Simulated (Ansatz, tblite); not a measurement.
Cost and result up the ladder for Tl₂H₂ (4 atoms). The state is a singlet with charge 0. Geometry: PBE0-D4/def2-TZVP.

```xyz
4

Tl    0.2749   -1.6994    0.0613
Tl   -0.2743    1.6995   -0.0611
H     0.7452    0.0851   -0.9814
H    -0.7458   -0.0852    0.9811
```

Ansatz on 4 threads of Arm Neoverse V2 on a shared host; xTB runs through tblite on one thread. Times are rough, summed over both states, and most runs start from the orbitals of an earlier one. CCSD(T)/def2-TZVPP serves as the yardstick here, not as an exact answer. The other state is a triplet at its own geometry, which has other bonds, so the gap mixes isomer and spin.

In the def2 sets Tl takes a core potential; there is no spin–orbit coupling. The xTB rows come from tblite. Correlated methods freeze 8 core orbitals; core or outer-core shells of Tl are correlated, in sets that lack core-valence functions. The structure comes from a short search, and lower isomers may exist.

Correlated methods converge slowly with the basis.

xTB has no spin-polarisation term.

| level | functions | triplet − singlet (eV) | difference from CCSD(T)/def2-TZVPP (eV) |
| --- | --- | --- | --- |
| ωB97X-V/def2-TZVP | 112 | 2.09 | 0.25 |
| PBE0-D4/def2-TZVP | 112 | 1.79 | -0.05 |
| PBE-D4/def2-TZVP (with forces) | 112 | 1.76 | -0.08 |
| MP2/def2-TZVP | 112 | 1.82 | -0.02 |
| GFN1-xTB | 12 | 2.70 | 0.86 |
| r2SCAN0-D4/def2-TZVP | 112 | 1.70 | -0.14 |
| RPA@PBE/def2-TZVP | 112 | 1.85 | 0.01 |
| ωB97M-V/def2-TZVP | 112 | 1.98 | 0.14 |
| CCSD(T)/def2-TZVPP | 128 | 1.84 | 0.00 |
| BHLYP-D4/def2-TZVP | 112 | 1.99 | 0.15 |
| r2SCANh-D4/def2-TZVP | 112 | 1.69 | -0.15 |
| r2SCAN-D4/def2-TZVP | 112 | 1.67 | -0.16 |
| GFN2-xTB | 10 | 4.55 | 2.71 |

**Question.** Estimate how long each takes.

**Answer.** GFN2-xTB 0.002 s; GFN1-xTB 0.003 s; MP2/def2-TZVP 1.5 s; PBE-D4/def2-TZVP (with forces) 1.8 s; BHLYP-D4/def2-TZVP 2.4 s; PBE0-D4/def2-TZVP 2.5 s; RPA@PBE/def2-TZVP 3.3 s; r2SCAN-D4/def2-TZVP 4 s; r2SCANh-D4/def2-TZVP 4.3 s; r2SCAN0-D4/def2-TZVP 4.5 s; ωB97X-V/def2-TZVP 8.3 s; ωB97M-V/def2-TZVP 9.6 s; CCSD(T)/def2-TZVPP 39 s. On shared hardware such times vary by a factor of up to 3.
